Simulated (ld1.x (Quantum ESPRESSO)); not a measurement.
# What one change does to a pseudopotential (Ga, TM)

```json
{
  "Element": "Ga",
  "Generator": "ld1.x (Quantum ESPRESSO) 7.5",
  "Type": "norm-conserving Troullier–Martins (Kleinman–Bylander form)",
  "Functional": "LDA (PZ)",
  "Relativity": "scalar-relativistic",
  "Frozen core": "[Ar] 3d10",
  "Valence charge": "3",
  "Reference configuration": "4s2 4p0 (charge +1)",
  "Partial waves": "4p (bound, empty): rc 2.30 bohr; 4d channel at -0.2 Ry: rc 2.20 bohr; 4s (bound): rc 1.70 bohr",
  "Local potential": "the s channel",
  "Core correction": "none"
}
```

Change: all radii scaled by about 1.23 (s 2.08, p 2.82, d 2.70 bohr).

Cutoffs: the cutoffs (Ry, on a coarse ladder) from which the occupation-weighted sum of valence levels, in a spherical-Bessel basis at the reference potential, stays within 10 and 1 mRy of its value at 400 Ry; they do not see the model core or the augmentation charge, which bear on the density cutoff. Errors are all-electron minus pseudo energies relative to the spin-unpolarised reference configuration.

Q: How do hardness, ghosts and transferability respond?

A: The potential gets softer (18 Ry and 40 Ry → 12 Ry and 35 Ry); the bound ghost in d disappears; the errors of the 9 common tests hardly move. A larger radius leaves more room for a smooth pseudo-wave, so fewer plane waves are needed.

| quantity | base | changed |
| --- | --- | --- |
| cutoff, loose | 18 Ry | 12 Ry |
| cutoff, tight | 40 Ry | 35 Ry |
| bound ghosts | d | none |
| error for 4s2 4p1, meV [ΔE -5.89 eV] | +14 | +13 |
| error for 4s1 4p0, meV [ΔE 21.50 eV] | +99 | +96 |
| error for 4s2 4p0.5, meV [ΔE -3.77 eV] | +5.3 | +4.9 |
| error for 4s2 4p1.3, meV [ΔE -6.47 eV] | +19 | +18 |
| error for 4s1 4p1, meV [ΔE 7.45 eV] | +24 | +23 |
| error for 4s1 4p2, meV [ΔE 0.72 eV] | +33 | +31 |
| error for 4s0 4p3, meV [ΔE 7.66 eV] | +101 | +98 |
| error for 4s2 4p1 (spin-polarised), meV [ΔE -6.02 eV] | +30 | +29 |
| error for 4s1 4p0 (spin-polarised), meV [ΔE 21.20 eV] | +411 | +405 |

 A true bound ghost makes a file unfit for plane-wave use even where its test errors are small: the radial tests pick states by their node count and pass the ghost by.
